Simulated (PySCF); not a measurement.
**Excitation energy of Ir⁺ by level of theory**

Ir⁺ [Xe] 4f14 5d7 6s1 (5F) → Ir⁺ [Xe] 4f14 5d8 (3F), as a difference of total energies. All numbers are calculated (PySCF 2.14, scalar relativity through the core potential, in def2-TZVPPD with the def2 core potential (60 electrons) (6s5p3d2f1g, 59 functions)). Correlated levels: valence and next inner shell: nothing frozen outside the core potential. The calculations carry no spin-orbit coupling.

```json
{"method": "UHF", "excitation energy (eV)": "0.787", "error (eV)": "+0.425"}
{"method": "MP2 (valence and next inner shell)", "excitation energy (eV)": "0.371", "error (eV)": "+0.009"}
{"method": "SCS-MP2 (valence and next inner shell)", "excitation energy (eV)": "0.143", "error (eV)": "-0.219"}
{"method": "CCSD (valence and next inner shell)", "excitation energy (eV)": "0.349", "error (eV)": "-0.013"}
{"method": "CCSD(T) (valence and next inner shell)", "excitation energy (eV)": "0.276", "error (eV)": "-0.086"}
```

Reference: 0.362 eV (measured; NIST levels, between the centres of gravity of the two terms).

Errors of the correlated levels include the incompleteness of this basis.
